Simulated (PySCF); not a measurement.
**C₆ coefficients of unlike pairs at UHF**

Calculated with PySCF 2.14 from the dipole response of each species, C₆(A,B) = (3/π) ∫ α_A(iu) α_B(iu) du, in atomic units, from isotropic polarisabilities. For ions this is the dispersion term alone; charge-induced terms of lower order in 1/R come first.

| species | configuration | basis | relativity | α (bohr³) | C₆ (like pair) |
| --- | --- | --- | --- | --- | --- |
| Fe | [Ar] 3d6 4s2 (5D) | aug-cc-pwCVTZ-DK (10s9p7d4f3g) | spin-free X2C | 81.99 | 779.2 |
| Te⁺ | [Kr] 4d10 5s2 5p3 (4S) | aug-cc-pwCVQZ-PP with ECP28MDF (10s10p8d6f4g1h) | core potential | 22.36 | 191.1 |
| Pd⁺ | [Kr] 4d9 (2D) | def2-TZVPPD with the def2 core potential (28 electrons) (6s4p3d2f1g) | core potential | 7.986 | 39.40 |

**Question.** Estimate C₆ for Pd⁺ with Te⁺.

**Answer.** The integral gives 82.86. The combination rule 2 C_A C_B / (C_A α_B/α_A + C_B α_A/α_B) gives 84.33 and the geometric mean 86.77.

No spin-orbit coupling is included.

The other pairs:

```tsv
pair	C₆
Pd⁺, Fe	133.6
Te⁺, Fe	339.4
```
